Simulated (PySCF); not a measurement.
# Electronic structure of V(3+) (vanadium, charge +3) at the UHF level

Configuration: [Ar] 3d2, high-spin 3F determinant. Calculation: PySCF 2.14, in aug-cc-pVDZ-DK; scalar relativity by spin-free X2C-1e.

- Total energy: -946.382938 hartree
- One-electron energy: -1272.5708 hartree
- Hartree (Coulomb) energy: 369.9468 hartree
- Exchange energy: -43.7590 hartree
- ⟨S²⟩: 2.0023
- ⟨L²⟩: 12.031
- Sum of ⟨r⟩: 12.61 bohr
- Sum of ⟨r²⟩: 13.19 bohr²
- Langevin diamagnetic susceptibility: -10.4 ×10⁻⁶ cm³/mol

```json
{"shell": "1s α", "electrons": "1", "mean orbital energy (hartree)": "-204.23632", "rms radius, mean of both spins (bohr)": "0.0768"}
{"shell": "1s β", "electrons": "1", "mean orbital energy (hartree)": "-204.23570", "rms radius, mean of both spins (bohr)": "0.0768"}
{"shell": "2s α", "electrons": "1", "mean orbital energy (hartree)": "-25.54605", "rms radius, mean of both spins (bohr)": "0.332"}
{"shell": "2s β", "electrons": "1", "mean orbital energy (hartree)": "-25.49565", "rms radius, mean of both spins (bohr)": "0.332"}
{"shell": "2p α", "electrons": "3", "mean orbital energy (hartree)": "-21.45409", "rms radius, mean of both spins (bohr)": "0.303"}
{"shell": "2p β", "electrons": "3", "mean orbital energy (hartree)": "-21.40280", "rms radius, mean of both spins (bohr)": "0.303"}
{"shell": "3s α", "electrons": "1", "mean orbital energy (hartree)": "-4.56694", "rms radius, mean of both spins (bohr)": "1.01"}
{"shell": "3s β", "electrons": "1", "mean orbital energy (hartree)": "-4.40898", "rms radius, mean of both spins (bohr)": "1.01"}
{"shell": "3p α", "electrons": "3", "mean orbital energy (hartree)": "-3.36473", "rms radius, mean of both spins (bohr)": "1.09"}
{"shell": "3p β", "electrons": "3", "mean orbital energy (hartree)": "-3.17317", "rms radius, mean of both spins (bohr)": "1.09"}
{"shell": "3d α", "electrons": "2", "mean orbital energy (hartree)": "-1.76056", "rms radius, mean of both spins (bohr)": "1.27"}
```

Densities and radii are taken from the X2C orbitals without a picture-change correction, which distorts them close to the nucleus.

Spin-orbit constants ζ (cm⁻¹) from the X2C one-electron operator on these orbitals: bare nucleus, nucleus screened by l(l+1)(2l+1)/3 electrons, and screened by the Breit-Pauli mean field of the electrons.

| shell | bare | screened nucleus | mean field |
| --- | --- | --- | --- |
| 2p | 40800 | 37250 | 35640 |
| 3p | 4584 | 4186 | 3976 |
| 3d | 444.6 | 251.3 | 224.0 |

To first order the Landé constant is A = 112.0 cm⁻¹, so the lowest level has J = 2 and lies 0.0556 eV below the centre of the term. This holds in LS coupling only.
